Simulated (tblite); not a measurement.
C7H10P2.
Cartesian coordinates in Å at the GFN2-xTB level; atoms count from 1:
```xyz
19
C7H10P2 angstrom
C     -3.0282    0.5445   -0.7067
C     -2.4435   -0.3970    0.3457
C     -0.9378   -0.3129    0.3375
C     -0.2381   -1.1219   -0.5228
P      1.4662   -1.2368   -0.8303
C      2.1463   -0.0377    0.2460
C      3.6463    0.0881    0.2118
C      1.4444    0.7733    1.1064
P     -0.2582    0.8883    1.4138
H     -4.1148    0.5000   -0.6975
H     -2.6763    0.2717   -1.6996
H     -2.7204    1.5686   -0.5022
H     -2.8212   -0.1082    1.3300
H     -2.7659   -1.4204    0.1399
H     -0.8241   -1.8144   -1.1240
H      3.9427    1.1265    0.0677
H      4.0634   -0.5122   -0.5952
H      4.0766   -0.2549    1.1533
H      2.0327    1.4647    1.7070
```

All values are computed: GFN2-xTB (tblite) harmonic vibrations without scaling, gas phase. Against measured fundamentals such values can be off by several per cent, at times by over 20. One conformer, not necessarily the lowest.

Harmonic wavenumbers (cm⁻¹): 41.3, 61.3, 74.6, 162.6, 202.3, 202.8, 278.7, 286.5, 315.1, 343.1, 413.7, 438.6, 531.9, 577.4, 648.0, 695.4, 804.1, 815.9, 838.2, 899.1, 936.2, 981.9, 1016.7, 1031.1, 1074.6, 1079.7, 1127.6, 1138.4, 1230.9, 1293.6, 1303.1, 1310.9, 1376.4, 1399.8, 1408.5, 1475.3, 1478.4, 1480.1, 1495.8, 1496.3, 1501.9, 2958.3, 2969.8, 2978.4, 2978.5, 2992.3, 3009.7, 3019.0, 3022.9, 3030.2, 3034.4.

A = 2251, B = 814.3, C = 637.1 MHz; mass 156.026 u (most abundant isotopes); point group C1, symmetry number 1.

Task: What is the zero-point energy?

Result: ½Σν̃ = 32631 cm⁻¹ = 390.35 kJ/mol.

Task: Give the ideal-gas entropy at 200 K and 1 bar in the rigid-rotor, harmonic-oscillator model (classical rotation).

Result: Translation 163.54, rotation 120.54, vibration 86.22: S = 370.3 J/(mol K).

Task: And Cp and H(200 K) − H(0)?

Result: Cp = 123.63 J/(mol K), of which vibrations give 90.37 (their classical limit is 51 R = 424.0); H(200 K) − H(0) = 15.89 kJ/mol without the zero-point energy, 9.24 from vibrations.

Task: Which modes carry the vibrational entropy at 200 K?

Result: 41.3 cm⁻¹: 18.44; 61.3 cm⁻¹: 15.19; 74.6 cm⁻¹: 13.59; 162.6 cm⁻¹: 7.47; 202.3 cm⁻¹: 5.89; 202.8 cm⁻¹: 5.87 J/(mol K); the other 45 give 19.77 together.

Task: Blend soft modes into free rotors: weight 1/[1 + (100 cm⁻¹/ν̃)⁴] for the oscillator and the rest for a rotor with moment μB/(μ + B), μ = h/(8π²ν), B = 10⁻⁴⁴ kg m². What vibrational entropy results?

Result: 78.16 J/(mol K) in place of 86.22, which changes −T·S at 200 K by +1.61 kJ/mol.

Hindered rotation and anharmonicity are outside this model. Other conformers, if any are populated, would add a mixing term that is left out. The structure is chiral; the term R ln 2 for an equal mix with its mirror image is left out.

Hardware: an Arm Neoverse V2 with one thread, shared host. This covers the Hessian and the dipole derivatives.
